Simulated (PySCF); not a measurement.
# Vertical excitation energies

Species: C3H9AsSi.
Cartesian coordinates in Å at the GFN2-xTB level; atoms count from 1:
```
atom  x, y, z in Å
C1     1.7664   -0.2112    0.6986
C2     0.7397   -0.3328   -0.4192
Si3   -0.5052    1.1176   -0.5376
C4    -1.7845    0.0204    0.3554
As5   -0.7190   -1.6492    0.0511
H6     2.4712    0.5975    0.5020
H7     1.2738   -0.0047    1.6505
H8     2.3324   -1.1385    0.8095
H9     1.2457   -0.5832   -1.3539
H10   -0.8999    1.4021   -1.9222
H11   -0.0979    2.3404    0.1683
H12   -1.8663    0.2300    1.4226
H13   -2.7905   -0.0043   -0.0583
H14   -1.1665   -1.7847   -1.3890
```

Method used: TDDFT CAM-B3LYP/def2-SVPD, vertical, gas phase, core orbitals frozen in the response (PySCF 2.14.0, density-fitted response routines). Relativistic effects, spin–orbit coupling among them, are left out although an element past zinc is present.

**Question.** Predict the UV-vis stick spectrum at this level.

**Answer.** 

```tsv
state	λ (nm)	E (eV)	f	|μ| (D)	main configurations (H = HOMO, L = LUMO)
S1	241.8	5.13	0.026	1.16	H→L (96%)
S2	211.5	5.86	0.028	1.12	H→L+1 (89%)
S3	191.5	6.47	0.088	1.90	H→L+2 (72%), H→L+3 (18%)
S4	180.2	6.88	0.019	0.86	H-1→L (84%)
S5	176.0	7.05	0.014	0.73	H-2→L (49%), H→L+6 (10%), H-1→L (9%)
S6	174.3	7.11	0.0019	0.26	H→L+5 (45%), H→L+3 (23%)
S7	170.9	7.26	0.011	0.64	H→L+6 (42%), H→L+3 (11%), H-3→L (10%)
S8	167.6	7.40	0.057	1.42	H→L+4 (25%), H-2→L (21%), H→L+5 (15%)
```

Triplets, Tamm–Dancoff:

```csv
state,E (eV),λ (nm),"main configurations (H = HOMO, L = LUMO)"
T1,4.46,277.8,H→L (86%)
T2,5.14,241.3,"H→L+1 (59%), H→L+3 (24%)"
T3,5.98,207.2,"H→L+2 (57%), H→L+1 (16%), H-2→L (8%)"
```

The lowest singlet lies at 5.13 eV (242 nm, ultraviolet) and is weak; its leading configuration is HOMO→LUMO (96%). The most intense listed level is S3 at 6.47 eV (192 nm, f = 0.088), 1.35 eV above S1. Löwdin shares by element: HOMO arsenic 48%, carbon 28% or more, silicon 9%; LUMO carbon 26% or more, arsenic 25%, silicon 16% (atoms not listed hold the other 33%). The listed states span 2.27 eV, and the widest gap between neighbours is 0.73 eV (S1 to S2). Of the 8 states listed, 7 reach f = 0.01 and none stays under 0.0005. The oscillator strengths of these states sum to 0.246; summed over the whole spectrum of an exact calculation they would give the number of electrons, 74 (Thomas–Reiche–Kuhn). Singlets were solved by full linear response, triplets in the Tamm–Dancoff approximation.

One conformer stands for the species.

Without π bonds the low states are Rydberg-like; a valence basis with one diffuse set may place them up to an eV too high.
